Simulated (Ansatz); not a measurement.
Cost and result for the atomization energy of CH₃AlCl₂O (`C[O][Al]([Cl])[Cl]`) (8 atoms, 7 bonds).

Total charge 0; spin multiplicity 1. Geometry: relaxed with PBE0-D4/def2-TZVP. It is one conformer, not always the lowest. Program: Ansatz. All runs use 4 threads of an Arm Neoverse V1 on a shared host. Times are those of one run each, without the atoms' runs, and a repeat can differ threefold. Electronic energies, without spin–orbit coupling; frozen cores. CCSD(T)/CBS adds CCSD(T) − MP2 in def2-TZVPP to the MP2 limit, and its time is that of the two runs behind it. T1 = 0.010. HSE06 is the plane-wave form, built on full-range PBE exchange.

CCSD(T)/CBS is a level of theory with its own doubt, some kJ/mol a heavy atom from the limit and from the frozen cores, so smaller differences don't rank the functionals.

| level | functions | wall time | atomization (kcal/mol) | difference from CCSD(T)/CBS | per bond |
| --- | --- | --- | --- | --- | --- |
| revPBE-D4/def2-TZVPP | 230 | 1.8 s | 699.3 | -13.1 | -1.9 |
| BLYP-D4/def2-TZVPP | 230 | 1.8 s | 701.1 | -11.3 | -1.6 |
| PBE-D4/def2-TZVPP (with forces) | 230 | 2.3 s | 718.4 | 6.0 | 0.9 |
| CCSD(T)/def2-SVP | 97 | 2.5 s | 668.7 | -43.7 | -6.2 |
| PBE0-D4/def2-TZVPP | 230 | 2.9 s | 707.2 | -5.2 | -0.7 |
| HSE06-D4/def2-TZVPP | 230 | 3.1 s | 707.8 | -4.6 | -0.7 |
| PBE-QIDH/def2-TZVPP | 230 | 4.5 s | 706.9 | -5.5 | -0.8 |
| r2SCANh-D4/def2-TZVPP | 230 | 4.9 s | 709.9 | -2.5 | -0.3 |
| ωB97X-V/def2-TZVPP | 230 | 7 s | 711.6 | -0.8 | -0.1 |
| B97M-V/def2-TZVPP | 230 | 8 s | 715.6 | 3.2 | 0.5 |
| MP2/def2-QZVPP | 414 | 14 s | 725.6 | 13.2 | 1.9 |
| CCSD(T)/def2-TZVPP | 230 | 82 s | 691.4 | -21.0 | -3.0 |
| CCSD(T)/CBS(def2) | – | 96 s | 712.4 | 0.0 | 0.0 |

In def2-TZVPP, CCSD(T) changes the Hartree–Fock value by +161.4 kcal/mol (the triples alone add +11.2 kcal/mol) and MP2 by +183.1 kcal/mol; breaking electron pairs costs correlation energy, which Hartree–Fock lacks. Leaving LDA and LC-ωPBE aside and taking each functional with its dispersion term where it has one, the values, not all of them listed here, spread over 33.0 kcal/mol, from BHLYP-D4 to PBE-D4. LDA lies +91.1 kcal/mol from PBE without D4, its usual overbinding. From PBE to PBE0 (25 % exact exchange), in def2-TZVPP and without D4, the atomization energy moves by −10.5 kcal/mol: exact exchange takes away binding that semilocal exchange gives to molecules.
